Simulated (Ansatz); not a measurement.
Program: Ansatz. Geometries: PBE0-D4/def2-TZVP. ΔE: electronic, gas phase. CCSD(T)/CBS adds triple-zeta CCSD(T) − MP2 to the extrapolated MP2 energy (def2 sets, frozen cores). DFT in def2-TZVPP. B3LYP here is the variant with VWN-RPA as its local correlation; programs differ in this. For Ge outer-core shells are correlated without core-valence functions, which leaves a few kJ/mol of doubt a bond. Scalar relativity is left out up to krypton. Each species was taken in one conformer, which may not be the lowest.

`ClB(Cl)[SiH2][GeH3]` + `CC(C)C` → `CC(C)CB(Cl)Cl` + `[SiH3][GeH3]`  (formal exchange of groups at a B–Si bond)

```
             level  ΔE (kcal/mol)  difference from CCSD(T)/CBS
            PBE-D4           -1.8                          2.3
         r2SCAN-D4           -3.4                          0.7
           PBE0-D4           -3.0                          1.1
          B3LYP-D4           -3.3                          0.8
           ωB97X-V           -4.7                         -0.6
           ωB97M-V           -5.4                         -1.3
            B2PLYP           -3.7                          0.4
               PBE           -1.5                          2.6
            r2SCAN           -3.2                          0.9
              PBE0           -2.7                          1.4
             B3LYP           -2.9                          1.2
     HF/def2-TZVPP           -5.3                         -1.2
    MP2/def2-TZVPP           -5.1                         -1.0
SCS-MP2/def2-TZVPP           -4.9                         -0.8
   CCSD/def2-TZVPP           -4.6                         -0.5
CCSD(T)/def2-TZVPP           -4.3                         -0.2
     HF/def2-QZVPP           -5.4                         -1.3
    MP2/def2-QZVPP           -5.0                         -0.9
SCS-MP2/def2-QZVPP           -4.8                         -0.7
      HF/CBS(def2)           -5.4                         -1.3
     MP2/CBS(def2)           -4.8                         -0.7
    CCSD/CBS(def2)           -4.3                         -0.2
       CCSD(T)/CBS           -4.1                            0
```

Largest T1 diagnostic among the species: 0.013.

From PBE to PBE0 (25 % exact exchange), in def2-TZVPP and without D4, ΔE moves by −1.2 kcal/mol.
